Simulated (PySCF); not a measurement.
Mg(F)(GeH3), SMILES [F][Mg][GeH3] (B3LYP/def2-SVP optimised geometry):

```
6

Mg     0.702    -0.356     0.000
F      2.466    -0.357     0.019
Ge    -1.862    -0.356     0.000
H     -2.463    -1.072     1.237
H     -2.466     1.072     0.000
H     -2.465    -1.070    -1.237
```

Computed with B3LYP/def2-TZVP (PySCF).

Q: What are the frontier orbital energies and the dipole moment?

A: HOMO-2 -9.23 eV, HOMO-1 -9.22 eV, HOMO -7.39 eV, LUMO -1.64 eV, LUMO+1 -1.00 eV; dipole moment 1.30 D.

On the same geometry PySCF with PBE/def2-TZVP gives HOMO-2 -7.96 eV, HOMO-1 -7.96 eV, HOMO -6.56 eV, LUMO -2.05 eV, LUMO+1 -1.45 eV; dipole moment 1.36 D.

Meta-Löwdin charges at B3LYP/def2-TZVP: Mg1 1.32, F2 -0.84, Ge3 -0.35, H4 -0.04, H5 -0.04, H6 -0.04.
